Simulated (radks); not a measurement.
Ionisation ladder of thallium, from Tl66+ to Tl80+. Each ion is in the ground configuration listed by NIST, and IE = E(next ion) - E(this ion), with E = 0 for the bare nucleus. Method: scalar-relativistic Kohn-Sham, PBE, spin-polarised, spherical densities, finite nucleus; open shells are filled with parallel spins first (spin-orbit coupling, left out, can overturn this in heavy ions); Fermi nuclear charge, rms radius 5.4759 fm; computed with a radial shooting solver on a logarithmic mesh with Libxc functionals.

species  configuration  IE, Delta-SCF (eV)  -e(HOMO) (eV)     HOMO
Tl66+     [Ne] 3s2 3p3                   ?         7683.3    3p up
Tl67+     [Ne] 3s2 3p2                   ?         7821.1    3p up
Tl68+     [Ne] 3s2 3p1              8021.0         7957.4    3p up
Tl69+         [Ne] 3s2              8760.0         8699.6       3s
Tl70+         [Ne] 3s1              8909.8         8848.6    3s up
Tl71+             [Ne]             19680.4        19505.6       2p
Tl72+     [He] 2s2 2p5               20048        19874.1  2p down
Tl73+     [He] 2s2 2p4               20409          20239  2p down
Tl74+     [He] 2s2 2p3               20896          20714    2p up
Tl75+     [He] 2s2 2p2               21273          21092    2p up
Tl76+     [He] 2s2 2p1               21644          21467    2p up
Tl77+         [He] 2s2                   ?          23776       2s
Tl78+         [He] 2s1               24296          24150    2s up
Tl79+             [He]                   ?          96576       1s
Tl80+              1s1               98760          98172    1s up

Estimate the withheld Delta-SCF values.

Answer. Tl66+: 7748.4 eV (NIST 7570); Tl67+: 7885.9 eV (NIST 8260); Tl77+: 23919 eV (NIST 23850); Tl79+: 97158 eV (NIST 96783.2).
